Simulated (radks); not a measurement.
Ne, configuration [He] 2s2 2p5.5 3s0.5 (fractional occupations, a model configuration). Calculated with a radial shooting solver on a logarithmic mesh with Libxc functionals: non-relativistic Kohn-Sham, LDA (Slater exchange, VWN5 correlation), spin-unpolarised, spherical densities, point nucleus.

Unscreened Slater integrals over Kohn-Sham orbitals (cm^-1).

| integral | value |
|---|---|
| F0(3s,3s) | 38658 |
| F0(3s,2p) | 52650 |
| G1(3s,2p) | 2118.5 |
| F0(3s,2s) | 52722 |
| G0(3s,2s) | 1508.0 |
| F0(3s,1s) | 54878 |
| G0(3s,1s) | 567.77 |
| F0(2p,2p) | 220390 |
| F2(2p,2p) | 97409 |
| F0(2p,2s) | 221970 |
| G1(2p,2s) | 133230 |
| F0(2p,1s) | 321930 |
| G1(2p,1s) | 36110 |
| F0(2s,2s) | 225320 |
| F0(2s,1s) | 321880 |
| G0(2s,1s) | 23572 |
| F0(1s,1s) | 1300800 |

Derived for the open shells (J is the average intra-shell exchange parameter used in DFT+U). 2p: J = F2/5 = 19480 cm^-1.
